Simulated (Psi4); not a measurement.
silacyclobutane (C3H8Si), singlet, at a GFN2-xTB geometry.

Input for Psi4:
```
memory 2 GB

molecule {
0 1
  C     0.94016925    0.39805364    0.93756297
  C     0.99930330   -0.74626934   -0.09591889
  Si   -0.77881964   -0.36144439   -0.68319456
  C    -0.38448642    1.07057269    0.52035540
  H     1.79758492    1.06860867    0.88594702
  H     0.88094386    0.00849054    1.95305098
  H     1.76805182   -0.57948533   -0.84803349
  H     1.18886207   -1.72221791    0.34515954
  H    -1.81068026   -1.29894242   -0.23630310
  H    -0.96271943   -0.02265274   -2.09491916
  H    -0.22126520    2.03238174    0.03791393
  H    -1.06721963    1.23989694    1.34991129
}

set basis 6-31g**

energy('qcisd(t)')
print_variables()
```

Problem. What does this run give for the total energy, nuclear repulsion energy, number of basis functions, MP2 correlation energy?

Solution. 
| Property | Value |
|---|---|
| total energy | -407.779403 Ha |
| nuclear repulsion energy | 167.7068 Eh |
| number of basis functions | 104 |
| MP2 correlation energy | -0.5503 Eh |

Problem. Roughly what does it cost on one core?

Solution. about 2.5 core-minutes (a rough figure).
